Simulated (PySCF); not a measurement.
C5H11O2Si: g tensor and hyperfine couplings

Species: C5H11O2Si (doublet state).
Z-matrix (Å and degrees, GFN2-xTB geometry), rows numbered from 1:
```
C 
C   1  1.5223
O   2  1.3912  1  112.41
Si  3  1.6368  2  129.34  1    61.50
O   4  1.6254  3  105.40  2   178.62
C   5  1.3759  4  130.07  3    24.94
C   6  1.4993  5  118.80  4   115.11
C   6  1.4963  5  117.71  4  -175.45
H   1  1.0875  2  109.53  3   -62.98
H   1  1.0870  2  109.88  3    56.21
H   1  1.0864  2  110.08  3   176.55
H   2  1.0962  1  110.11  3  -118.58
H   2  1.0978  1  109.70  3   122.26
H   4  1.4569  3  112.34  2    66.92
H   6  1.0845  5  113.56  4   -30.56
H   7  1.0788  6  118.57  8   108.66
H   7  1.0785  6  117.02  8  -107.51
H   8  1.0784  6  117.05  7   107.62
H   8  1.0789  6  118.36  7  -108.84
```

The hyperfine couplings belong to this conformer and change with its torsions.

The species is `O(C1CC1)[SiH]OCC` [radical].

Method used: PySCF 2.14.0, UKS B3LYP, pcH-1 on C H O Si, non-relativistic, mean-field spin-orbit, GIAO. One conformer (not necessarily the lowest) at the GFN2-xTB geometry, without solvent, vibrations or thermal averaging. A GFN2-xTB geometry isn't a minimum of the functional, and hyperfine couplings can be far from their values at a DFT geometry, by a factor of two or more for some ions and for spin on atoms past the first row. Stability of the SCF solution: not tested.

```json
{"g1, g2, g3": "2.00178, 2.00224, 2.00271", "g_iso": "2.00224", "Form of g": "rhombic: the two nearest values differ by 50 % of g3 − g1", "⟨S²⟩": "0.7517 (exact 0.7500)"}
```

Hyperfine couplings atom by atom, in 10⁻⁴ cm⁻¹; T1 to T3 are the principal values of the dipolar part (1 × 10⁻⁴ cm⁻¹ = 2.998 MHz):

| atom | isotope | a_iso | of which spin–orbit | T1 | T2 | T3 | Mulliken spin population |
| --- | --- | --- | --- | --- | --- | --- | --- |
| C1 | 13C | -0.4 | 0.0 | -0.6 | -0.1 | 0.8 | 0.01 |
| C2 | 13C | -1.0 | 0.0 | -0.3 | -0.2 | 0.5 | -0.01 |
| O3 | 17O | -8.1 | 0.0 | -11.5 | 5.5 | 6.0 | 0.07 |
| Si4 | 29Si | -222.8 | 0.3 | -42.8 | 20.8 | 22.1 | 0.73 |
| O5 | 17O | -9.5 | 0.0 | -11.8 | 5.7 | 6.1 | 0.07 |
| C6 | 13C | -1.4 | 0.0 | -0.4 | -0.2 | 0.7 | -0.01 |
| C7 | 13C | 0.7 | 0.0 | -0.3 | -0.3 | 0.6 | 0.01 |
| C8 | 13C | 0.9 | 0.0 | -0.4 | -0.3 | 0.7 | 0.01 |
| H9 | 1H | 1.2 | 0.0 | -1.4 | -0.7 | 2.1 | 0.00 |
| H10 | 1H | -0.2 | 0.0 | -0.6 | -0.4 | 1.1 | 0.00 |
| H11 | 1H | -0.1 | 0.0 | -0.5 | -0.3 | 0.8 | 0.00 |
| H12 | 1H | 2.1 | 0.0 | -0.6 | -0.5 | 1.1 | 0.00 |
| H13 | 1H | 0.5 | 0.0 | -0.7 | -0.5 | 1.2 | 0.00 |
| H14 | 1H | 77.5 | 0.0 | -2.0 | -0.3 | 2.4 | 0.12 |
| H15 | 1H | 0.3 | 0.0 | -0.8 | -0.4 | 1.1 | 0.00 |
| H16 | 1H | 0.0 | 0.0 | -0.3 | -0.2 | 0.5 | 0.00 |
| H17 | 1H | 0.1 | 0.0 | -0.5 | -0.3 | 0.8 | 0.00 |
| H18 | 1H | -0.3 | 0.0 | -0.4 | -0.2 | 0.6 | 0.00 |
| H19 | 1H | 0.4 | 0.0 | -0.3 | -0.2 | 0.5 | 0.00 |

The largest Mulliken spin populations are on Si4 (+0.73), H14 (+0.12), O5 (+0.07) and O3 (+0.07). No atom but Si4 exceeds +0.15. The angles at Si4 add up to 321.0°, so it is pyramidal.

Under fast tumbling the dipolar parts average out, and these isotropic splittings remain: 1 × 1H (H14, I = 1/2, 2 lines) with 8.29 mT, 2 × 1H (H12/H13, I = 1/2, 3 lines) with 0.14 mT, 1 × 1H (H15, I = 1/2, 2 lines) with 0.04 mT and 3 × 1H (H9/H10/H11, I = 1/2, 4 lines) with 0.03 mT.

Means are taken over nuclei equivalent by connectivity, which assumes that they swap fast.

The 17O coupling of O5 (-28.6 MHz) shows only in satellite lines or after enrichment, since that isotope makes up about 0.038 % of natural oxygen.

The 29Si coupling of Si4 (-667.9 MHz) shows only in satellite lines or after enrichment, since that isotope makes up about 4.7 % of natural silicon.

The spin density at the nucleus, in bohr⁻³, is negative for C6 (-0.0037), C2 (-0.0025) and C1 (-0.0012), for instance. A restricted open-shell determinant has no negative spin density anywhere; here it arises because α and β orbitals differ (spin polarisation).

On Arm Neoverse V2, one thread (shared host), this took 1.7 min wall (with the writing of density and orbital grids) and 1.1 GiB of memory at its peak.
